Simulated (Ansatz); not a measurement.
Consider the cleavage of the In–B bond: `[InH2][BH][TeH]` + CH₃SH → `C[S][InH2]` + `B[TeH]`.

Computed with Ansatz on PBE0-D4/def2-TZVP structures; ΔE is electronic, products minus reactants. CCSD(T)/CBS is the MP2 limit (def2-TZVPP, def2-QZVPP) plus CCSD(T) − MP2 in def2-TZVPP, frozen cores. This one scheme is used for every species. DFT in def2-TZVPP. Elements past krypton have def2 core potentials. For In, Te outer-core shells are correlated without core-valence functions, which leaves a few kJ/mol of doubt a bond.

| species | LDA (SPW92) energy (Eh) |
| --- | --- |
| `[InH2][BH][TeH]` | -484.35684 |
| CH₃SH | -436.95472 |
| `C[S][InH2]` | -627.37943 |
| `B[TeH]` | -293.96472 |

Question: Work out ΔE.

Answer: ΔE = (-627.37943) + (-293.96472) − (-484.35684) − (-436.95472) = -0.03259 Eh = -0.89 eV. CCSD(T)/CBS gives -0.91 eV.

Question: What do rigid-rotor, harmonic-oscillator terms from PBE0-D4/def2-TZVP frequencies (298.15 K, 1 bar) make of the CCSD(T)/CBS value? (Best estimate.)

Answer: The calculation gave: ΔZPE = +0.03 eV, ΔH = -0.89 eV, ΔS = -1 J/(mol·K), ΔG = -0.89 eV. Modes under 50 cm⁻¹ make the entropy rough.

Largest T1 diagnostic among the species: 0.016.

In def2-TZVPP, CCSD(T) changes the Hartree–Fock value by +0.14 eV (the triples alone add −0.00 eV) and MP2 by +0.09 eV. Leaving LDA and LC-ωPBE aside and taking each functional with its dispersion term where it has one, the values, not all of them listed here, spread over 0.07 eV, from BHLYP-D4 to PBE-D4.
